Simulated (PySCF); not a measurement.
Level of theory: TPSSh-D3(BJ)/def2-TZVP // CAM-B3LYP-D3(BJ)/def2-TZVP (PySCF). All species are isolated molecules in the gas phase. One relaxed conformer stands for a flexible species; it need not be the lowest. 

Reference species (SMILES): `[InH3]` (neutral, multiplicity 1).

| Item | Value |
|---|---|
| LUMO | -2.17 eV |
| HOMO | -7.64 eV |
| HOMO–LUMO gap | 5.47 eV |

Changed species: `[SH][InH2]` (2 of 3 SH replaced by H; the reference has 3 of 3 SH replaced by H).

What does the change do to the LUMO, HOMO and HOMO–LUMO gap?

the LUMO goes up by 0.22 eV, to -1.95 eV; the HOMO goes up by 0.84 eV, to -6.80 eV; the HOMO–LUMO gap drops by 0.62 eV, to 4.85 eV.
